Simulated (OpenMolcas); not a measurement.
A run on Ni4+ with its 6 nearest fluoride ions at 1.716 Å, on the Ge site of Cs2GeF6 (a = 9.021 Å, distance in the model lattice 1.804 Å). The rest of the host is ab initio model potentials to 7.6 Å and point charges beyond; the distance is set by hand and nothing relaxes. Ligand basis ANO-RCC-VDZP.

* Program: OpenMolcas
* Method: SS-CASPT2, IPEA 0.25 Eh, imaginary shift 0.1 Eh (closed shells correlated: 3s 3p and the ligand valence shells)
* Basis: ANO-RCC-VDZP [5s4p2d1f]
* Scalar Hamiltonian: DKH2, point nucleus
* Active space: 6 electrons in 5 orbitals (3d)
* State averaging: 2S+1 = 5 even, 5 roots; 2S+1 = 3 even, 45 roots; 2S+1 = 1 even, 50 roots
* Spin-orbit coupling: RASSI with atomic mean-field integrals over the reference wave functions

First CASPT2 step and the start of its output:

```
&CASPT2
Multistate=5 1 2 3 4 5
NoMult
Frozen=5 6
IPEA=0.25
Imaginary=0.1
MaxIter=60
WThr=0.0 0.3 0.05
PrWF=0.5
NoMix
```

```
--- CASPT2 ---
Orbital specifications:
      -----------------------

      Symmetry species                           1   2
                                                ag  au
      Frozen orbitals                            5   6
      Inactive orbitals                         13  15
      Active orbitals                            5   0
      Secondary orbitals                        34  40
      Deleted orbitals                           0   0
      Number of basis functions                 57  61
Type of calculation                        SS-CASPT2
      Fock operator                              state-specific
      IPEA shift                                 0.25
      Real shift                                 0.00
      Imaginary shift                            0.10
      The input orbitals will be transformed to quasi-canonical
Reference energy:       -2116.7231046506
      E2 (Non-variational):      -1.8531012838
      Shift correction:          -0.0033048913
      E2 (Variational):          -1.8564061751
      Total energy:           -2118.5795108258
      Residual norm:              0.0000004363
      Reference weight:           0.65946
      Contributions to the CASPT2 correlation energy
      Active & Virtual Only:         -0.0830711033
      One Inactive Excited:          -0.3634992977
      Two Inactive Excited:          -1.4065308828
Reference energy:       -2116.7231046504
      E2 (Non-variational):      -1.8531008904
      Shift correction:          -0.0033049026
      E2 (Variational):          -1.8564057930
      Total energy:           -2118.5795104434
      Residual norm:              0.0000004363
      Reference weight:           0.65946
      Contributions to the CASPT2 correlation energy
      Active & Virtual Only:         -0.0830711190
...
```

Over all roots the printed reference weights run from 0.10 to 0.68, and roots that are degenerate in the reference spread by up to 97000 cm-1.

Problem. Did the run give usable levels, and if not, why?

Solution. No. The equations converged, but the reference weight falls to 0.10 for at least one root against 0.68 for the best. A drop of that size marks an intruder state, so the energies of such roots and the levels built on them can't be trusted.
